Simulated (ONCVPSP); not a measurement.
**Be (Z = 4): one change to an ONCV potential, before and after**

beryllium (Be), optimised norm-conserving Vanderbilt (ONCV), made with ONCVPSP 4.0.1 (LDA (Perdew-Wang 92), non-relativistic). Core [He], reference 2s1.5 2p0.5. Waves: 2s: rc 2.00 bohr, ncon 3, nbas 6, qcut 2.8 1/bohr, 2 projectors, debl 3.6 Ha; 2p: rc 4.00 bohr, ncon 4, nbas 9, qcut 3.1 1/bohr, 3 projectors, debl 0.5 Ha; d scattering state at 0.07 Ha: rc 3.55 bohr, ncon 4, nbas 8, qcut 3 1/bohr, 2 projectors, debl 0.6 Ha. Local part: polynomial inside 1.95 bohr (lpopt 5, dvloc0 0 Ha). Core correction: none.

Change: p: debl 2.25.

Cutoffs: the cutoffs (Ha) at which the residual kinetic energy of the hardest occupied pseudo-wave falls to 1 and 0.1 mHa per electron; they do not see the model core or the augmentation charge, which bear on the density cutoff. Errors are all-electron minus pseudo energies relative to the spin-unpolarised reference configuration.

Task: What does the change do?

Result: The potential gets neither clearly harder nor softer (4.4 Ha and 20 Ha → 4.4 Ha and 20 Ha); of the 4 tests that both files solve, the error grows in 1 and shrinks in 0 by more than 15 % and 0.3 meV (median size 35.3 → 35.3 meV); the range in which the p phases agree narrows (upper end 3.1 → -0.0); neither file shows a bound ghost.

| quantity | base | changed |
| --- | --- | --- |
| cutoff, loose | 4.4 Ha | 4.4 Ha |
| cutoff, tight | 20 Ha | 20 Ha |
| bound ghosts | none | none |
| GHOST(+) flags under 300 eV | none | p at 123.3 eV |
| error for 2s2 2p0, meV [ΔE -1.75 eV] | -4.7 | -4.7 |
| error for 2s1 2p0, meV [ΔE 7.76 eV] | +54 | +54 |
| error for 2s1.5 2p0, meV [ΔE 1.99 eV] | +17 | +17 |
| error for 2s0 2p1, meV [ΔE 11.57 eV] | -82 | -259 |
| s: phases at 2.03 bohr within 0.05 rad from the reference energy up to (Ha; the scan ends near 5) | to the end of the scan | to the end of the scan |
| p: phases at 4.07 bohr within 0.05 rad from the reference energy up to (Ha; the scan ends near 5) | 3.1 | -0.0 |
| d: phases at 3.61 bohr within 0.05 rad from the reference energy up to (Ha; the scan ends near 5) | 1.4 | 1.4 |

Base: The cutoffs count occupied waves only; projector 2 of the s channel, the hardest unoccupied one, needs 29 Ha at the loose tolerance. Changed file: The cutoffs count occupied waves only; projector 2 of the s channel, the hardest unoccupied one, needs 29 Ha at the loose tolerance.
